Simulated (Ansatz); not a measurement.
Basis sets compared for Ge₂Te₃. Total charge 0; singlet. Geometry B3LYP-D4/def2-SVP. Ansatz on 4 threads of Arm Neoverse V1 on a shared host; times are rough, and most runs start from earlier orbitals.

```tsv
atom	x (Å)	y (Å)	z (Å)
Ge1	-0.855	1.682	1.133
Ge2	-0.632	-1.156	-0.981
Te3	2.030	-1.111	-0.715
Te4	0.762	1.325	-1.132
Te5	-1.304	-0.740	1.694
```

In the def2 sets Te takes a core potential; there is no spin–orbit coupling. Another isomer (singlet) lies 0.29 eV lower at PBE0-D4/def2-TZVP; other spin states weren't run for this one.

Binding counts from free atoms (Ge triplet, Te triplet) in the same basis, without a counterpoise term.

```tsv
level	functions	energy (Eh)	HOMO (eV)	LUMO (eV)	binding per atom (eV)	wall time
PBE-D4/def2-SVP	142	-4957.0734	-5.15	-3.69	2.73	2.3 s
PBE0-D4/def2-SVP	142	-4957.2132	-6.11	-3.12	2.53	4.7 s
```

Problem. Estimate the rows for PBE-D4/def2-TZVP (with forces), PBE0-D4/def2-TZVP.

Solution. 
```json
{"level": "PBE-D4/def2-TZVP (with forces)", "functions": "246", "energy (Eh)": "-4957.6274", "HOMO (eV)": "-5.19", "LUMO (eV)": "-3.69", "binding per atom (eV)": "2.75", "wall time": "5.5 s"}
{"level": "PBE0-D4/def2-TZVP", "functions": "246", "energy (Eh)": "-4957.7658", "HOMO (eV)": "-6.11", "LUMO (eV)": "-3.08", "binding per atom (eV)": "2.57", "wall time": "13 s"}
```
